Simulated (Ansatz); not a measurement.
A structure relaxed at PBE0-D4/def2-SVP in Ansatz, charge 0, doublet:

Cartesian coordinates in Å:
```
Ge -1.455 0.001 0.155
Ge -0.075 -0.517 2.159
Ge 0.908 -0.461 -1.338
Ge 1.125 1.002 0.702
Ge -0.487 2.101 -0.864
H 0.484 -1.971 2.295
H 0.200 0.971 -2.130
H -0.700 -1.127 -0.978
```

Give its formula.

the cluster Ge₅H₃.

Summarise the bond lengths by kind (pairs closer than 1.2 times the sum of covalent radii, bridged metal pairs left out).

7 × Ge–Ge 2.42 to 2.83 Å; 4 × Ge–H 1.56 to 1.78 Å.

Another isomer (doublet) lies 0.15 eV lower at PBE0-D4/def2-TZVP; other spin states weren't run for this one.
